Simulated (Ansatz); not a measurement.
`[CH3][GeH2][TeH]`. Charge 0, multiplicity 1. Te takes the def2 core potential. The structure was optimised at the PBE0-D4/def2-TZVP level.

```xyz
9

C     0.899   -0.393    0.837
Ge   -0.416    0.752   -0.037
Te   -0.846   -0.009   -2.448
H     1.090   -0.035    1.851
H     1.830   -0.385    0.271
H     0.526   -1.416    0.888
H     0.100    2.195   -0.179
H    -1.743    0.759    0.744
H    -1.442   -1.466   -1.927
```

Problem. What is the dipole moment at r2SCAN/def2-TZVPP? (Best estimate.)

Solution. Ansatz gave: 1.52 D, with components (0.65, -0.30, 1.34) D in this frame, pointing from negative to positive charge.

Problem. And with PBE, B3LYP, ωB97M-V? (Estimate.)

Solution. Computed: PBE 1.44 D, B3LYP 1.44 D, ωB97M-V 1.50 D.

Problem. Give the Mulliken charges with r2SCAN, B3LYP, PBE in def2-TZVPP. (Estimate.)

Solution. Computed: 
```json
{"atom": "C1", "r2SCAN": "-0.27", "B3LYP": "-0.36", "PBE": "-0.35"}
{"atom": "Ge2", "r2SCAN": "0.22", "B3LYP": "0.21", "PBE": "0.19"}
{"atom": "Te3", "r2SCAN": "-0.18", "B3LYP": "-0.13", "PBE": "-0.15"}
{"atom": "H4", "r2SCAN": "0.09", "B3LYP": "0.11", "PBE": "0.11"}
{"atom": "H5", "r2SCAN": "0.09", "B3LYP": "0.12", "PBE": "0.12"}
{"atom": "H6", "r2SCAN": "0.08", "B3LYP": "0.11", "PBE": "0.11"}
{"atom": "H7", "r2SCAN": "-0.02", "B3LYP": "-0.01", "PBE": "-0.01"}
{"atom": "H8", "r2SCAN": "-0.01", "B3LYP": "-0.01", "PBE": "-0.01"}
{"atom": "H9", "r2SCAN": "-0.01", "B3LYP": "-0.03", "PBE": "-0.01"}
```

B3LYP here is the variant with VWN-RPA as its local correlation; programs differ in this.
